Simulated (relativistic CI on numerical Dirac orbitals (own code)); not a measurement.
Calculated at this level of theory: Dirac-Coulomb-Breit CI, separate exchange-only KLI orbitals for each configuration, QED by a radiative potential, unscaled Slater integrals (own radial code, finite nucleus).

CI space (outside the closed core [Ar] 3d10): 4s2.4p6.4d2, 4s2.4p5.4d3, 4s2.4p6.4d.4f, 4s.4p6.4d3, 4s2.4p5.4d2.4f, 4s.4p6.4d2.4f, 4s2.4p6.4d.5s, 4s2.4p6.4f.5s, 4s2.4p6.4d.5p, 4s2.4p6.4d.5d, 4s2.4p5.4d2.5s, 4s2.4p6.4d.5f, 4s2.4p6.5s.5p, 4s2.4p6.4d.5g, 4s.4p6.4d2.5s, 4s2.4p6.4d.6s, 4s2.4p6.4d.6d, 4s2.4p6.4d.6g, 4s2.4p6.4f2, 4s2.4p5.4f3, 4s.4p6.4f3, 4p6.4d4, 4p5.4d5, 4p5.4d4.4f, 4s2.4p6.4f.5p, 4s2.4p5.4f2.5p, 4s.4p6.4f2.5p, 4s2.4p6.5s2, 4s2.4p5.4f.5s2, 4s.4p6.4f.5s2, 4s2.4p6.5p2, 4s2.4p5.4f.5p2, 4s.4p6.4f.5p2, 4p6.4d3.5s, 4p5.4d4.5s, 4p5.4d3.4f.5s, 4s.4p6.4d.5s2, 4s.4p5.4d.4f.5s2, 4p6.4d.4f.5s2. Double excitations out of closed p, d and f shells are left out; levels of such configurations are missing from the list, as are those of other unlisted configurations, and high levels can miss mixing partners. These lack a partner that the ground configuration has and come out too high: 4s2.4p5.4d2.5s, 4s.4p6.4d2.5s.

At this charge energies of transitions that change n are usually good to better than 1 %, and those within a shell (Δn = 0) to a few per cent. Terms inside the open d or f shell come out 10 to 20 % too wide with unscaled integrals.

Outline of the computed level scheme of Er XXXI. Lowest level of each configuration: 4s2.4p6.4d2 3F_2 at 0.000 eV; 4s2.4p5.4d3 5F°_2 at 134.084 eV.

Some strong electric-dipole decays among the lowest 45 levels: 4s2.4p5.4d3 3F°_2 → 4s2.4p6.4d2 3F_2 (1.2e+11 s⁻¹); 4s2.4p5.4d3 3G°_3 → 4s2.4p6.4d2 3F_2 (1.0e+11 s⁻¹); 4s2.4p5.4d3 3F°_2 → 4s2.4p6.4d2 3F_2 (4.7e+10 s⁻¹); 4s2.4p5.4d3 3F°_4 → 4s2.4p6.4d2 3F_3 (2.9e+10 s⁻¹); 4s2.4p5.4d3 3F°_4 → 4s2.4p6.4d2 3F_3 (1.2e+10 s⁻¹); 4s2.4p5.4d3 3G°_3 → 4s2.4p6.4d2 3P_2 (8.9e+09 s⁻¹); 4s2.4p5.4d3 3P°_1 → 4s2.4p6.4d2 3P_0 (5.6e+09 s⁻¹); 4s2.4p5.4d3 3F°_2 → 4s2.4p6.4d2 3P_1 (5.4e+09 s⁻¹).

LS names give the leading component of a level, which can be under half, so a name can repeat, a term be missing and a line seem to break the LS rules.
